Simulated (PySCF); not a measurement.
Co (cobalt, neutral) across methods

[Ar] 3d7 4s2, high-spin 4F determinant. All numbers are calculated (PySCF 2.14, the spin-free X2C one-electron Hamiltonian (Gaussian nucleus), in x2c-TZVPPall with one added diffuse shell each of s, p, d, f type (7s6p5d3f1g, 80 functions)).

```json
{"method": "PBE0", "E (hartree)": "-1393.004", "mean ε 3d β (eV)": "-9.320", "mean ε 4s α (eV)": "-6.406", "mean ε 4s β (eV)": "-5.823", "Σ⟨r²⟩ (bohr²)": "37.26", "⟨S²⟩": "3.756"}
{"method": "r2SCAN", "E (hartree)": "-1393.204", "mean ε 3d β (eV)": "-7.445", "mean ε 4s α (eV)": "-5.936", "mean ε 4s β (eV)": "-5.315", "Σ⟨r²⟩ (bohr²)": "37.07", "⟨S²⟩": "3.760"}
{"method": "LDA", "E (hartree)": "-1390.569", "mean ε 3d β (eV)": "-7.095", "mean ε 4s α (eV)": "-5.930", "mean ε 4s β (eV)": "-5.369", "Σ⟨r²⟩ (bohr²)": "36.81", "⟨S²⟩": "3.756"}
{"method": "UHF", "E (hartree)": "-1391.87178", "mean ε 3d β (eV)": "-15.434", "mean ε 4s α (eV)": "-7.781", "mean ε 4s β (eV)": "-7.045", "Σ⟨r²⟩ (bohr²)": "38.98", "⟨S²⟩": "3.760"}
{"method": "wB97X", "E (hartree)": "-1393.265", "mean ε 3d β (eV)": "-11.811", "mean ε 4s α (eV)": "-8.409", "mean ε 4s β (eV)": "-8.039", "Σ⟨r²⟩ (bohr²)": "37.07", "⟨S²⟩": "3.754"}
{"method": "M06-2X", "E (hartree)": "-1393.239", "mean ε 3d β (eV)": "-11.586", "mean ε 4s α (eV)": "-6.539", "mean ε 4s β (eV)": "-6.543", "Σ⟨r²⟩ (bohr²)": "38.27", "⟨S²⟩": "3.758"}
{"method": "r2SCANh", "E (hartree)": "-1393.190", "mean ε 3d β (eV)": "-8.294", "mean ε 4s α (eV)": "-6.191", "mean ε 4s β (eV)": "-5.572", "Σ⟨r²⟩ (bohr²)": "37.11", "⟨S²⟩": "3.759"}
{"method": "TPSS", "E (hartree)": "-1393.265", "mean ε 3d β (eV)": "-7.399", "mean ε 4s α (eV)": "-5.737", "mean ε 4s β (eV)": "-5.101", "Σ⟨r²⟩ (bohr²)": "37.11", "⟨S²⟩": "3.755"}
```

(1) Estimate the same row for PBE.

## Answers

(1) E (hartree) = -1392.994; mean ε 3d β (eV) = -7.132; mean ε 4s α (eV) = -5.730; mean ε 4s β (eV) = -5.153; Σ⟨r²⟩ (bohr²) = 37.20; ⟨S²⟩ = 3.755.
